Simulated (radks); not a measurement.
Effect of the nuclear size on the indium ion In3+, [Kr] 4d10. Method: Dirac Kohn-Sham, PBE, spin-unpolarised, spherical densities, finite nucleus; Fermi nuclear charge, rms radius 4.6156 fm; computed with a radial shooting solver on a logarithmic mesh with Libxc functionals. The rms radius is varied about that value; shifts are against it.

rms radius (fm)  total energy shift (eV)  density at nucleus (e/bohr^3)  1s1/2 shift (meV)  2s1/2 shift (meV)  4s1/2 shift (meV)  4p1/2 shift (meV)  5s1/2 (empty) shift (meV)
3.7248                             -1.28                      1.803e+05               -536              -61.0              -2.30              0.077                     -0.318
4.2094                            -0.611                      1.771e+05               -257              -29.2              -1.10              0.037                     -0.152
4.6156                                 0                      1.747e+05              0.000              0.000              0.000              0.000                      0.000
4.8095                             0.308                      1.737e+05                130               14.7              0.557             -0.019                      0.077
5.2249                              1.01                      1.716e+05                422               48.0               1.82             -0.061                      0.251

Slopes of the eigenvalues against <r^2> in GHz/fm^2, as finite differences over the two radii next to the reference (eigenvalue slopes, not the field-shift constants of lines): 1s1/2 17200, 2s1/2 1960, 4s1/2 74.2, 4p1/2 -2.49, 5s1/2 (empty) 10.2.
